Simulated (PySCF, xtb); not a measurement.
B(Cl)2(SiH3) (BCl2H3Si), SMILES [SiH3]B(Cl)Cl.

GFN2-xTB (xtb) at its own geometry gives an orbital gap of 2.98 eV and a dipole moment of 0.25 D.

Coordinates come from a ωB97X-D3(BJ)/def2-SVP optimisation.

Task: What does r2SCAN/def2-TZVPD (PySCF) give? (Estimate from the structure and the level; the computed values follow.)

Result: gap 4.49 eV (levels -7.45 and -2.95 eV), dipole 0.42 D.
